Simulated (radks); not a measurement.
Excited configurations of Ho II: one electron is placed in a higher orbital outside [Xe] 4f11. The ground configuration is [Xe] 4f11 6s1. All-electron calculation, non-relativistic Kohn-Sham, PBE, spin-unpolarised, spherical densities, point nucleus; relativity is left out, which matters for an element this heavy. Program: a radial shooting solver on a logarithmic mesh with Libxc functionals. Excitation = E - E(ground); binding = E(ion) - E, where the ion is the core of charge +2; n* = 2/sqrt(2 binding) in atomic units, and the quantum defect is n - n*.

| outer orbital | excitation (eV) | binding (eV) | n* | eigenvalue (eV) |
|---|---|---|---|---|
| 5d | 1.227 | 9.746 | 2.363 | -5.915 |
| 5f | 7.475 | 3.498 | 3.944 | -2.487 |
| 6p | 2.860 | 8.113 | 2.590 | -6.075 |
| 6d | 6.233 | 4.740 | 3.388 | -3.549 |
| 6f | 8.614 | 2.359 | 4.803 | -1.792 |
| 7s | 5.613 | 5.360 | 3.186 | -4.241 |
| 7p | 6.608 | 4.366 | 3.531 | -3.416 |
| 7d | 8.060 | 2.914 | 4.322 | -2.275 |
| 7f | 9.289 | 1.684 | 5.685 | -1.323 |

The Delta-SCF ionisation energy is 10.973 eV (NIST Atomic Spectra Database: 11.78 eV, semi-empirical). Self-interaction in the functional shifts the binding energies and quantum defects, so they are the method's values and not measured ones. Relativity is left out here, which matters for elements this heavy. Spin polarisation and multiplet splitting are left out, so open shells lie too high by an amount that depends on their filling.

Beside tabulated values, note that spin-unpolarised runs miss the spin-polarisation part of the exchange energy of open shells.
